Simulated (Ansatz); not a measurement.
Mulliken charges of C₂H₅AlClF (`[F][AlH][CH2]CCl`) from r2SCAN/def2-TZVPP in Ansatz (PBE0-D4/def2-TZVP geometry).

| atom | x (Å) | y (Å) | z (Å) | charge (e) |
| --- | --- | --- | --- | --- |
| F1 | -1.799 | 1.837 | 0.230 | -0.363 |
| Al2 | -0.786 | 0.970 | 1.207 | 0.681 |
| C3 | 0.393 | -0.341 | 0.366 | -0.281 |
| C4 | 0.283 | -0.444 | -1.132 | 0.023 |
| Cl5 | 1.401 | -1.675 | -1.821 | -0.201 |
| H6 | -0.843 | 1.264 | 2.755 | -0.137 |
| H7 | 0.191 | -1.314 | 0.829 | 0.062 |
| H8 | 1.423 | -0.096 | 0.655 | 0.062 |
| H9 | -0.714 | -0.743 | -1.455 | 0.077 |
| H10 | 0.535 | 0.490 | -1.632 | 0.077 |

Question: By hand: the dipole of these point charges (1 e Å = 4.8032 D).

Answer: Σ q r = (-0.066, 0.136, 0.452) e Å, of length 0.477 e Å = 2.29 D.

Question: How does the dipole of the full density compare? (Best estimate.)

Answer: Computed: (-0.037, 0.089, 0.339) e Å, 1.69 D; the point charges give 1.36 times that, at 3° from its direction.

Point charges leave out the atoms' own dipoles, such as those of lone pairs, and Mulliken's split depends on the basis, so the two needn't agree.
